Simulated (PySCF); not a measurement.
Compound: C₉H₁₁F₃.
Cartesian coordinates in Å at the PBE0-D3(BJ)/def2-SVP level; atoms count from 1:
```
atom  x, y, z in Å
C1     2.4695   -1.6301    1.4054
C2     2.0813   -0.5853    0.9300
C3     1.5956    0.6668    0.3504
C4     1.2052    0.4852   -1.1262
C5    -0.0298   -0.3903   -1.2824
C6    -1.2055    0.1660   -0.4803
C7    -2.4358   -0.6985   -0.6354
F8    -2.2405   -1.9392   -0.1715
F9    -3.4810   -0.1882    0.0276
F10   -2.8005   -0.8090   -1.9190
C11   -0.8373    0.3524    0.9911
C12    0.4009    1.2249    1.1416
H13    2.8243   -2.5519    1.8284
H14    2.4220    1.3964    0.4053
H15    1.0111    1.4844   -1.5532
H16    2.0489    0.0560   -1.6874
H17   -0.3058   -0.4760   -2.3442
H18    0.1952   -1.4094   -0.9256
H19   -1.4921    1.1464   -0.9021
H20   -1.6839    0.7945    1.5373
H21   -0.6466   -0.6370    1.4396
H22    0.1887    2.2415    0.7676
H23    0.6683    1.3247    2.2044
```

Method: TDDFT B3LYP/def2-SVPD, vertical, gas phase, core orbitals frozen in the response (PySCF).

Transition dipole moments from the ground state, in atomic units and in the frame of the coordinates above (overall signs are arbitrary), for the states with f of 0.002 or more among the lowest 8:

```json
{"state": "S2", "E (eV)": "6.655", "μx": "-0.052", "μy": "-0.135", "μz": "0.026"}
{"state": "S4", "E (eV)": "7.101", "μx": "-0.318", "μy": "0.094", "μz": "-0.143"}
{"state": "S5", "E (eV)": "7.152", "μx": "-0.140", "μy": "0.131", "μz": "0.398"}
{"state": "S6", "E (eV)": "7.545", "μx": "0.189", "μy": "0.397", "μz": "-0.061"}
{"state": "S7", "E (eV)": "7.640", "μx": "-0.094", "μy": "0.084", "μz": "0.264"}
{"state": "S8", "E (eV)": "7.847", "μx": "-0.133", "μy": "0.353", "μz": "-0.162"}
```

(1) What oscillator strength does each state have?

(2) What angle do the transition dipoles of S6 and S7 make?

(3) What peak molar absorption coefficient would the strongest computed level give as a lone Gaussian band 0.5 eV wide at half height?

Answers

(1) f = (2/3) ΔE |μ|² with ΔE in hartree (27.2114 eV).

```json
{"state": "S2", "|μ|² (au)": "0.021", "|μ| (D)": "0.37", "f": "0.004"}
{"state": "S4", "|μ|² (au)": "0.131", "|μ| (D)": "0.92", "f": "0.023"}
{"state": "S5", "|μ|² (au)": "0.195", "|μ| (D)": "1.12", "f": "0.034"}
{"state": "S6", "|μ|² (au)": "0.197", "|μ| (D)": "1.13", "f": "0.036"}
{"state": "S7", "|μ|² (au)": "0.086", "|μ| (D)": "0.74", "f": "0.016"}
{"state": "S8", "|μ|² (au)": "0.169", "|μ| (D)": "1.04", "f": "0.032"}
```

(2) |cos θ| = |μa·μb| / (|μa| |μb|) = 0.00, so θ ≈ 90° (taken between 0 and 90°, since the signs are arbitrary).

(3) ε(max) = 2.175×10⁸ f / FWHM, with the width in cm⁻¹. S6: 2.175×10⁸ × 0.0365 / 4033 ≈ 2000 L mol⁻¹ cm⁻¹.

One conformer stands for the species.
